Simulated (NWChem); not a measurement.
System: CH$_{5}$BFN; SMILES CB(N)F

```xyz
9

B      0.0289     0.0529     0.0008
F      1.2722     0.6023    -0.0018
C     -0.1081    -1.5191     0.0007
H      0.3703    -1.9428    -0.9080
H     -1.1537    -1.8829     0.0383
H      0.4395    -1.9518     0.8645
N     -1.0635     0.9403     0.0005
H     -2.0327     0.6291     0.0024
H     -0.9453     1.9538    -0.0025
```
Atoms are numbered in this order, from 1.

All runs: NWChem. Pople sets run with spherical d functions. The geometry was optimised at PBE-D3(BJ)/def2-SVP. Atomic charges in e: unrestrained fits to the electrostatic potential beside Mulliken populations; buried atoms are poorly determined by the fit.

For level Hartree-Fock/6-31G*:

```yaml
ESP B1: 0.91
Mulliken B1: 0.88
Mulliken F2: -0.43
ESP C3: -0.47
Mulliken C3: -0.75
ESP N7: -1.12
Mulliken N7: -0.96
```

### Question
How do the values read with level B3LYP/def2-SVP instead?

### Answer
The ESP B1 is 0.65, the Mulliken B1 is -0.01 and the Mulliken F2 is -0.15. The ESP C3 is -0.34, the Mulliken C3 is -0.08 and the ESP N7 is -0.87. The Mulliken N7 comes out as -0.09.
